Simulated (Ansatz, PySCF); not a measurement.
Process, species as SMILES: CC(F)(F)F [1,1,1-trifluoroethane] + 3 C (CH4) → CC (C2H6) + 3 CF (CH3F)
Geometries: B3LYP-D3(BJ)/def2-TZVP minima from Ansatz (a quantum-chemistry and plane-wave program). Frequencies are from Ansatz or PySCF.

Wanted: bond separation energy (enthalpy at 298 K, with B3LYP-D3(BJ) rigid-rotor harmonic-oscillator terms), in eV. Valence correlation only, unless marked. Spin-orbit coupling is left out. No relativistic terms. CBS marks a two-point X^-3 extrapolation of the correlation energy; Hartree-Fock from the larger set. [CCSD(T)-MP2]/basis is that difference in the basis named.

```csv
level,program,bond separation energy (eV)
PBE-D3(BJ)/def2-TZVPD,Ansatz + dftd3,1.85
PBE0-D4/def2-TZVPD,Ansatz + dftd4,1.89
BHLYP-D4/def2-TZVPD,Ansatz + dftd4,1.81
r2SCANh-D4/def2-TZVPD,Ansatz + dftd4,2.05
CAM-B3LYP-D3(BJ)/def2-TZVPD,Ansatz + dftd3,1.84
CAM-B3LYP-D4/def2-TZVPD,Ansatz + dftd4,1.85
LC-wPBE-D4/def2-TZVPD,Ansatz + dftd4,___
B2GP-PLYP-D4/def2-TZVPD,Ansatz + dftd4,1.85
B2PLYP-D3(BJ)/def2-TZVPD,Ansatz + dftd3,1.82
B2PLYP-D4/def2-TZVPD,Ansatz + dftd4,1.83
PBE-QIDH/def2-TZVPD,Ansatz,___
RPA@PBE/cc-pVTZ,Ansatz,1.84
RPA@PBE/cc-pVQZ,Ansatz,___
SCS-MP2/aug-cc-pVDZ,Ansatz,1.69
CCSD/6-31G*,Ansatz,2.27
CCSD/cc-pVDZ,Ansatz,___
CCSD(T) with core electrons/cc-pwCVTZ,Ansatz,2.04
"RI-MP2/CBS(cc-pVTZ,cc-pVQZ)+[CCSD(T)-MP2]/cc-pVTZ",Ansatz,1.90
```

What belongs in the gaps?


- LC-wPBE-D4/def2-TZVPD, bond separation energy (eV): 1.91
- PBE-QIDH/def2-TZVPD, bond separation energy (eV): 1.94
- RPA@PBE/cc-pVQZ, bond separation energy (eV): 1.76
- CCSD/cc-pVDZ, bond separation energy (eV): 2.10
